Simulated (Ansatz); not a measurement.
The same path of BH$_{5}$OSn (8 atoms, charge 0, multiplicity 1) was run twice with different band settings. The coordinate that changes most is the dihedral B1–O2–Sn3–H8.

Computed with Ansatz 0.2.0, RKS PBE0-D4/def2-SVP.

Relaxed end points:

```xyz
8
Properties=species:S:1:pos:R:3
B -0.550 0.761 -1.386
O -0.896 0.116 -0.267
Sn 0.368 -0.621 1.126
H -1.439 1.138 -2.126
H 0.621 0.971 -1.669
H -0.083 0.176 2.566
H 1.948 -0.247 0.596
H 0.031 -2.294 1.159
```

```xyz
8
Properties=species:S:1:pos:R:3
B -0.999 0.234 -1.323
O -0.293 0.823 -0.353
Sn 0.801 -0.112 1.065
H -1.607 0.946 -2.100
H -1.041 -0.984 -1.435
H 0.095 0.382 2.537
H 2.380 0.499 0.847
H 0.664 -1.788 0.763
```

Common settings: movable images 7; climbing image yes; spring 5.0 eV/Å²; optimiser quadratic models (default); start path IDPP; force threshold 0.03 eV/Å; end points relaxed.

| run | iteration limit |
| --- | --- |
| 1 | 60 |
| 2 | 6 |

Task: What does each run give, and how far can it be trusted?

Result: Run 1: converged after 6 iterations, highest image 0.007 eV above the first end. The top lies less than 8 meV above the higher end, about what the thresholds resolve: that end is a shoulder or a very shallow well. A vibrational analysis at the climbing image gives one clearly imaginary mode, 43i cm⁻¹: a first-order saddle point.
Run 2: converged after 6 iterations, highest image 0.007 eV above the first end. The top lies less than 8 meV above the higher end, about what the thresholds resolve: that end is a shoulder or a very shallow well. Another band between the same ends (7 images) ends at a top of the same energy, where a vibrational analysis finds 1 clearly imaginary mode.
